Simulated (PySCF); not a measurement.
Trend along the second period: MGa molecules

PBE0 with double-zeta basis sets in PySCF, for the lowest determinant that a PBE0 search found; no spin–orbit coupling. De refers to high-spin ground-configuration atoms. A positive dipole means M(−)Ga(+).

```json
{"M": "Be", "basis": "jorge-DZP-DKH", "state (unpaired electrons)": "doublet (π ↑)", "Re (Å)": "2.347", "ωe (cm⁻¹)": "379", "De (eV)": "0.90", "μ (D)": "0.13"}
{"M": "C", "basis": "def2-SVP", "state (unpaired electrons)": "quartet (σ ↑, π ↑↑)", "Re (Å)": "2.001", "ωe (cm⁻¹)": "556", "De (eV)": "3.34", "μ (D)": "1.88"}
{"M": "N", "basis": "aug-cc-pVDZ-PP/aug-cc-pVDZ", "state (unpaired electrons)": "triplet (π ↑↑)", "Re (Å)": "2.031", "ωe (cm⁻¹)": "493", "De (eV)": "2.16", "μ (D)": "2.06"}
{"M": "O", "basis": "cc-pVDZ-PP/cc-pVDZ", "state (unpaired electrons)": "doublet (σ ↑)", "Re (Å)": "1.729", "ωe (cm⁻¹)": "703", "De (eV)": "3.87", "μ (D)": "3.40"}
{"M": "F", "basis": "def2-SVP", "state (unpaired electrons)": "singlet (closed shell)", "Re (Å)": "1.779", "ωe (cm⁻¹)": "658", "De (eV)": "5.93", "μ (D)": "1.88"}
```

The shortest bond is that of GaO (1.729 Å), the longest that of BeGa (2.347 Å). GaF is bound most strongly (5.93 eV) and BeGa least (0.90 eV).

The rows differ in basis set, which adds steps of its own.

The state changes along the series, so neighbouring rows are not always alike in their bonding.

Spin–orbit coupling is left out. States were picked by a PBE0 search and need not be the measured ground states.
